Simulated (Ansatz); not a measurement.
Si₂₁H₃₀ was relaxed with r2SCAN-D4 (def2-SVP) in Ansatz in these states: charge -1 doublet, neutral singlet, neutral triplet. The geometries follow in no particular order.

Single mean-field runs in def2-SVP are fitted with def2-universal-jkfit.

A:

Cartesian coordinates in Å:
```
Si -0.3237 3.3265 3.1192
Si 4.2589 -0.3013 -0.1581
Si 2.5455 2.9036 0.6556
Si 1.0480 -0.0486 2.3869
Si 0.1700 -2.0175 -1.4344
Si -1.0281 0.2508 1.2973
Si 1.0008 0.1562 -1.9738
Si -2.8222 -3.0646 1.0497
Si -3.5532 -1.6681 -2.4462
Si -0.8775 3.5533 -0.6372
Si 2.8823 -1.2614 1.4968
Si -0.5638 -3.2644 0.4412
Si 1.6970 2.1904 2.7286
Si -2.7908 -1.0124 2.1908
Si -1.6347 2.5193 1.3308
Si 4.6706 1.9449 0.3751
Si 3.2899 -0.2922 -2.3009
Si 1.0900 2.3687 -1.1291
Si -1.4439 -2.4808 -3.0946
Si -3.3056 0.5253 -1.6812
Si -4.3323 -3.0825 -0.7439
H -0.1636 4.8157 3.1021
H -0.9312 2.9146 4.4253
H 5.5312 -1.0982 -0.1519
H 2.6259 4.4037 0.6394
H 0.7742 -0.7158 3.7065
H 1.3495 -2.8513 -1.8665
H 0.3799 0.3877 -3.3243
H -3.1500 -4.1864 1.9921
H -4.5293 -1.6866 -3.5874
H -0.4790 4.9723 -0.3607
H -1.8859 3.5560 -1.7411
H 3.7597 -1.4046 2.7077
H 2.5055 -2.6463 1.0712
H 0.2122 -2.9972 1.6929
H -0.2449 -4.6619 -0.0024
H 2.7343 2.3654 3.7972
H -2.5306 -1.2754 3.6452
H -4.0716 -0.2476 2.0644
H -3.1076 2.6696 1.5609
H 5.4584 2.0835 1.6422
H 5.4220 2.6118 -0.7356
H 3.9323 0.7963 -3.1075
H 3.5016 -1.5972 -3.0020
H 1.7397 3.0047 -2.3300
H -1.0292 -1.8841 -4.4032
H -1.5427 -3.9691 -3.2577
H -1.8872 0.9969 -1.7852
H -4.2224 1.5264 -2.3148
H -4.4438 -4.4749 -1.2872
H -5.6844 -2.6532 -0.2624
```

B:

Cartesian coordinates in Å:
```
Si -4.156 0.957 -1.392
Si 0.797 -3.486 -2.106
Si -2.765 -2.638 -1.076
Si -0.518 0.338 -1.849
Si 2.604 -0.332 0.137
Si -0.789 1.501 0.213
Si 0.384 -1.664 0.967
Si 2.169 3.686 -0.165
Si 2.153 1.768 3.103
Si -3.417 -0.653 1.921
Si 0.950 -1.243 -2.811
Si 3.087 1.683 -1.020
Si -2.647 -0.610 -2.268
Si -0.183 3.716 -0.339
Si -3.110 1.331 0.673
Si -1.451 -4.149 -2.310
Si 1.292 -3.687 0.180
Si -1.951 -2.319 1.119
Si 3.542 0.082 2.245
Si -0.087 1.435 2.469
Si 2.740 3.818 2.112
H -5.561 0.442 -1.259
H -4.200 2.199 -2.234
H 1.645 -4.309 -3.040
H -4.190 -3.123 -1.063
H -0.449 1.475 -2.847
H 3.559 -1.291 -0.541
H 0.760 -1.625 2.432
H 2.786 4.850 -0.896
H 2.186 1.903 4.602
H -4.845 -1.095 1.737
H -3.256 -0.388 3.390
H 0.392 -1.226 -4.213
H 2.376 -0.809 -2.949
H 2.660 1.609 -2.459
H 4.572 1.950 -1.063
H -2.837 -0.854 -3.740
H -0.602 4.123 -1.720
H -0.747 4.724 0.621
H -3.623 2.538 1.406
H -1.895 -4.161 -3.747
H -1.612 -5.551 -1.794
H 0.656 -4.954 0.685
H 2.771 -3.825 0.394
H -2.344 -3.585 1.856
H 3.476 -1.114 3.150
H 4.965 0.573 2.286
H -0.715 0.291 3.198
H -0.811 2.665 2.957
H 4.213 4.075 2.261
H 2.027 4.957 2.785
```

C:

```xyz
51

Si   -2.317    1.787   -3.504
Si   -0.052   -4.077   -1.066
Si   -2.760   -1.751   -2.057
Si    0.536   -0.076   -1.951
Si    1.616   -1.057    1.681
Si   -0.034    1.757   -0.495
Si   -0.732   -1.541    1.510
Si    3.382    2.526    0.528
Si    1.182    2.077    3.499
Si   -3.618    1.137    0.015
Si    1.335   -2.310   -1.777
Si    3.303    0.171    0.535
Si   -1.365   -0.349   -3.327
Si    1.672    3.323   -0.879
Si   -2.155    2.470   -1.265
Si   -2.046   -3.973   -2.295
Si   -0.627   -3.872    1.204
Si   -2.641   -1.008    0.182
Si    1.799   -0.162    3.849
Si   -0.464    2.112    1.815
Si    3.024    3.301    2.714
H    -3.726    1.763   -4.008
H    -1.490    2.666   -4.391
H     0.707   -5.340   -1.349
H    -4.196   -1.588   -2.464
H     1.600    0.560   -2.805
H     2.215   -2.437    1.687
H    -1.233   -1.258    2.898
H     4.751    2.897    0.036
H     0.572    2.710    4.715
H    -4.907    0.911   -0.718
H    -3.943    1.755    1.338
H     1.578   -2.550   -3.242
H     2.658   -2.441   -1.095
H     3.517   -0.283   -0.872
H     4.489   -0.299    1.329
H    -0.996   -0.981   -4.636
H     2.104    3.358   -2.311
H     1.242    4.697   -0.463
H    -2.365    3.935   -1.034
H    -1.819   -4.293   -3.741
H    -3.062   -4.924   -1.742
H    -1.954   -4.524    1.451
H     0.397   -4.506    2.092
H    -3.622   -1.863    0.941
H     0.874   -0.832    4.814
H     3.202   -0.257    4.367
H    -1.625    1.289    2.276
H    -0.960    3.529    1.728
H     4.229    3.056    3.569
H     2.724    4.769    2.715
```

Q: Judge from the bond lengths which geometry belongs to which state (an estimate).

A: A is the neutral triplet (Si6–Si20 3.760 Å, Si5–Si7 2.389 Å, Si7–Si18 2.370 Å); B is the charge -1 doublet (Si6–Si20 2.365 Å, Si5–Si7 2.719 Å, Si7–Si18 2.431 Å); C is the neutral singlet (Si6–Si20 2.377 Å, Si5–Si7 2.403 Å, Si7–Si18 2.386 Å).
